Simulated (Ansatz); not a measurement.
Consider the substitution at a C–Br bond: `O=CCBr` + `OCF` → `O=CCOCF` + HBr.

Isolated molecules relaxed with PBE0-D4/def2-TZVP in Ansatz; ΔE leaves out vibrations. CBS: MP2 limit from def2 TZ/QZ plus the TZ coupled-cluster correction, frozen cores. Functionals use def2-TZVPP. B3LYP here is the variant with VWN-RPA as its local correlation; programs differ in this. For Br outer-core shells are correlated without core-valence functions, which leaves a few kJ/mol of doubt a bond. Scalar relativity is left out up to krypton. One conformer a species, not always the lowest.

```tsv
level	ΔE (kcal/mol)
r2SCAN-D4	4.4
B3LYP-D4	4.8
ωB97X-V	3.8
B2PLYP	5.6
CCSD/def2-TZVPP	4.8
HF/def2-QZVPP	3.9
MP2/def2-QZVPP	7.1
CCSD/CBS(def2)	5.5
```

What does CCSD(T)/CBS give? (An estimate is asked.)

Computed: +5.7 kcal/mol. The listed levels differ from it by -1.3, -0.9, -1.9, -0.1, -0.9, -1.8, 1.4, -0.2 kcal/mol.

Largest T1 diagnostic among the species: 0.013.

In def2-TZVPP, CCSD(T) changes the Hartree–Fock value by +1.0 kcal/mol (the triples alone add +0.2 kcal/mol) and MP2 by +2.7 kcal/mol.
